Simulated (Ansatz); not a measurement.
Stepwise reaction of `C[O][SnH2][O]C` with water, as a gas-phase model of exchange steps in deposition or etching. ΔE in kJ/mol.

Isolated molecules relaxed with PBE0-D4/def2-TZVP in Ansatz; ΔE leaves out vibrations. CBS: MP2 limit from def2 TZ/QZ plus the TZ coupled-cluster correction, frozen cores. This one scheme is used for every species. Functionals use def2-TZVPP. B3LYP here is the variant with VWN-RPA as its local correlation; programs differ in this. Elements past krypton have def2 core potentials. For Sn outer-core shells are correlated without core-valence functions, which leaves a few kJ/mol of doubt a bond. Each species was taken in one conformer, which may not be the lowest.

| step | reaction | PBE-D4 | B3LYP-D4 | ωB97M-V | CCSD(T)/CBS |
| --- | --- | --- | --- | --- | --- |
| 1 | `C[O][SnH2][O]C` + H₂O → `C[O][SnH2][OH]` + CH₃OH | 5.8 | 5.9 | 4.0 | 8.9 |

Problem. Give the row of step 2, `C[O][SnH2][OH]` + H₂O → `[OH][SnH2][OH]` + CH₃OH. (An estimate is asked.)

Solution. Computed: 
```
step                                           reaction  PBE-D4  B3LYP-D4  ωB97M-V  CCSD(T)/CBS
   2  `C[O][SnH2][OH]` + H₂O → `[OH][SnH2][OH]` + CH₃OH   -10.1      -8.3     -9.8         -4.6
```

Problem. By hand: ΔE of the 2 steps together at CCSD(T)/CBS.

Solution. (8.9) + (-4.6) = 4.3 kJ/mol, or 2.2 kJ/mol a step.

In ΔE each step is lower than the one before. PBE-D4 differs from CCSD(T)/CBS by -5.5 to -3.1 kJ/mol a step. Only this route is followed, and other bonds may react first. Isolated molecules leave out the surface, adducts and barriers. Largest T1 diagnostic: 0.014.
